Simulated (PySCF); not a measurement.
C₂H₆ClGa, SMILES [CH3][Ga]([CH3])[Cl]. Atoms are numbered in the order given.

```xyz
10

Ga     0.0000     0.0000    -0.3357
C      0.0002     1.8009    -1.1301
H      0.8812     2.3580    -0.7739
H      0.0120     1.7720    -2.2296
H     -0.8948     2.3482    -0.7936
C     -0.0002    -1.8009    -1.1301
H      0.8948    -2.3482    -0.7936
H     -0.8812    -2.3580    -0.7739
H     -0.0120    -1.7720    -2.2296
Cl     0.0000     0.0000     1.8565
```
Charge 0, spin multiplicity 1.

The structure is a stationary point at B3LYP-D3(BJ)/def2-SVP. The isomer is the one that the SMILES or the coordinates give; other isomers of the formula were not compared.

Method: TDDFT-PBE/def2-SVPD in PySCF 2.14.0.

Vertical excitations. The molecule is in vacuum. State labels are in the subgroup C2.

Question: List the lowest excited states. (Estimate from the structure and the level; the computed values follow.)

Answer: 
```
state  symmetry  energy (eV)  λ (nm)      f          main pairs
-----  --------  -----------  ------  -----  ------------------
S1            A         4.91     252  0.000     HOMO→LUMO 100 %
S2            B         5.82     213  0.123    HOMO→LUMO+1 94 %
S3            A         5.93     209  0.000    HOMO−2→LUMO 99 %
S4            A         5.94     209  0.034    HOMO−1→LUMO 95 %
S5            B         6.18     201  0.002    HOMO−3→LUMO 99 %
S6            B         6.39     194  0.026  HOMO−1→LUMO+1 99 %
S7            B         6.73     184  0.038  HOMO−2→LUMO+1 92 %
S8            A         7.00     177  0.093  HOMO−3→LUMO+1 88 %
S9            B         7.04     176  0.023    HOMO→LUMO+2 90 %
S10           A         7.33     169  0.037    HOMO→LUMO+3 94 %
T1            A         4.72     263      0      HOMO→LUMO 99 %
T2            A         5.39     230      0   HOMO−1→LUMO 100 %
T3            B         5.40     230      0    HOMO→LUMO+1 98 %
T4            A         5.71     217      0    HOMO−2→LUMO 99 %
```
Triplets are in the Tamm–Dancoff approximation, which puts them higher than full response would, so one can lie above its singlet here.
